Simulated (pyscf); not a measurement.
## Cl–Ge•(Cl)–Cl, doublet

Gas-phase minimum from PySCF at ωB97X-D3(BJ)/def2-SVP, one conformer. 

```xyz
4

Cl     0.3614     0.4431     0.9981
Ge    -1.4351    -0.6274     0.4958
Cl    -0.9027    -2.2486    -0.8134
Cl    -2.7293     0.7077    -0.5853
```
Charge 0, spin multiplicity 2.

Bond lengths (Å): Cl1–Ge2 2.151, Ge2–Cl3 2.151, Ge2–Cl4 2.151. Bond angles (°): Cl1–Ge2–Cl3 108.1, Cl1–Ge2–Cl4 108.1, Cl3–Ge2–Cl4 108.1.

Properties at ωB97X-D3(BJ)/def2-SVP:

```json
{
 "harmonic_wavenumbers_unscaled": "133, 134, 169, 402, 446, 446 cm⁻¹",
 "zero_point_energy": "2.5 kcal/mol",
 "rotational_symmetry_number": "3",
 "Entropy of this conformer at 298 K and 1 atm, rigid rotor and harmonic oscillator, modes under 100 cm⁻¹ raised to 100": "334.6 J/(mol K)",
 "dipole_moment": "1.35 D",
 "Spin expectation value S2": "0.754"
}
```

Single-point totals, which compare only within one level (frozen core for MP2 and CC):

| level | total energy (hartree) |
|---|---|
| ωB97X-D3(BJ)/def2-TZVP | -3457.71377 |
| PBE/def2-TZVP | -3456.87553 |
| r²SCAN/def2-TZVP | -3457.65282 |
| B3LYP-D3(BJ)/def2-TZVP | -3457.84474 |
| PBE0-D3(BJ)/def2-TZVP | -3457.04020 |
| M06-2X/def2-TZVP | -3457.71549 |
| ωB97M-D3(BJ)/def2-TZVP | -3457.91758 |
| UHF/def2-TZVPP | -3454.01875 |
| MP2/def2-TZVPP | -3454.80223 |
| CCSD/def2-TZVPP | -3454.84393 |
| CCSD(T)/def2-TZVPP | -3454.88065 |

The CCSD(T) − MP2 part came from Ansatz, without density fitting, on the same reference. The frozen core leaves the outer d or s,p core shells of the metals and heavy elements correlated in the MP2 and CC values, and def2-TZVPP describes them poorly, so these totals are far from the basis limit. Elements up to Kr have no core potential and no relativistic terms here.
